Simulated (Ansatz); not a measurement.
Basis-set extrapolation for ClFH5NSi2 (`F[SiH2]N[SiH2]Cl`) (PBE0-D4/def2-TZVP geometry, frozen core, Ansatz 0.2.0). Multiplicity 1, RHF reference.

|  | def2-TZVPP | def2-QZVPP |
| --- | --- | --- |
| HF | -1194.461617 | -1194.501039 |
| MP2 correlation | -0.890777 | -0.969456 |
| CCSD(T) correlation | -0.973338 | not run |

Energies in hartree. Use E(X) = E(∞) + A·exp(−7.88·√X) for Hartree–Fock and E(X) = E(∞) + B·X^(−2.97) for correlation, with X = 3 and 4, and add CCSD(T) minus MP2 of the smaller set to the MP2 limit.

Question: What is the CCSD(T) energy at the basis-set limit?

Answer: HF limit: -1194.501039 + (-0.039422) × 0.13774 = -1194.50647. MP2 limit: -0.969456 + (-0.078679) × 0.74074 = -1.02774. Higher-order term: -0.973338 − (-0.890777) = -0.08256. Total: -1195.61677 hartree, 477.4 kJ/mol below CCSD(T)/def2-TZVPP.
